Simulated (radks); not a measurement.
Problem. Species: Mo16+. Configuration: [Ar] 3d8 (the NIST ground configuration). All-electron calculation, scalar-relativistic Kohn-Sham, BLYP, spin-polarised, spherical densities, finite nucleus; open shells are filled with parallel spins first (spin-orbit coupling, left out, can overturn this in heavy ions); Fermi nuclear charge, rms radius 4.4091 fm. Program: a radial shooting solver on a logarithmic mesh with Libxc functionals. Some entries of the table are withheld. Estimate them.

orbital  occ.  eigenvalue (eV)  <r^2> (bohr^2)  <r> (bohr)
1s up       1        -20269.57        0.001669     0.03517
1s down     1        -20269.54        0.001668     0.03516
2s up       1        -3237.813         0.02776      0.1535
2s down     1        -3234.251         0.02772      0.1534
2p up       3              (1)         0.02183      0.1337
2p down     3              (2)         0.02180      0.1336
3s up       1        -878.2106          0.1980      0.4165
3s down     1        -873.6100          0.1987      0.4172
3p up       3        -781.0337          0.1986      0.4141
3p down     3        -776.3771          0.1994      0.4150
3d up       5              (3)             (4)      0.3878
3d down     3              (5)             (6)      0.3891

Solution. 
(1) 2p up eigenvalue (eV): -2942.470
(2) 2p down eigenvalue (eV): -2939.787
(3) 3d up eigenvalue (eV): -626.6898
(4) 3d up <r^2> (bohr^2): 0.1779
(5) 3d down eigenvalue (eV): -621.4012
(6) 3d down <r^2> (bohr^2): 0.1792
